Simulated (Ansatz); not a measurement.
Cartesian coordinates in Å:
```
F 1.3164 -2.2079 0.0658
Si 0.0363 -1.4112 -0.4433
Br -0.3280 -2.1249 -2.5008
N 0.2743 0.2664 -0.4622
Si -0.1460 1.4145 0.7716
H -1.0818 -1.7661 0.4443
H 0.7516 0.6337 -1.2748
H 1.0609 2.0762 1.3310
H -1.0438 2.4672 0.2305
H -0.8399 0.6521 1.8380
```

Total charge 0; spin multiplicity 1.

Task: List the ωB97M-V/def2-TZVPP orbital energies in eV (Ansatz 0.2.0). (Best estimate.)

Result: The calculation gave: Occupied: -13156.83, -1809.01, -1807.56, -1709.16, -1537.35, -1537.31, -1537.30, -677.62, -394.75, -242.01, -181.69, -181.52, -181.51, -149.85, -148.59, -104.02, -103.97, -103.93, -102.73, -102.70, -102.69, -75.06, -75.01, -75.01, -74.87, -74.87, -36.22, -27.13, -24.58, -18.69, -18.31, -16.44, -15.63, -15.46, -14.67, -13.41, -12.95, -12.47, -12.14, -11.28, -11.01, -10.48. Lowest empty: 1.54, 2.32, 2.55, 2.76, 3.23, 3.26, 3.74, 3.90.
